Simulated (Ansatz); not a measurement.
Ansatz results at the PBE0-D4/def2-TZVP geometry: ideal-gas entropy at 298 K and 1 bar (rigid rotor, harmonic PBE0-D4/def2-TZVP) 334 J/(mol·K); HOMO–LUMO gap (B3LYP/def2-TZVPP) 5.95 eV; size of the dipole moment (PBE/def2-TZVPP) 1.29 D.

Question: Which molecule gave them?
A. `C=C(O)BF`
B. `FB1CB(Cl)C1`
C. `OB[SiH](O)F`
D. `[SbH2][I]`

Answer: B. The others give `C=C(O)BF`: 309, 5.39, 2.46; `OB[SiH](O)F`: 345, 6.27, 1.79; `[SbH2][I]`: 298, 4.66, 1.90.

B3LYP here is the variant with VWN-RPA as its local correlation; programs differ in this.
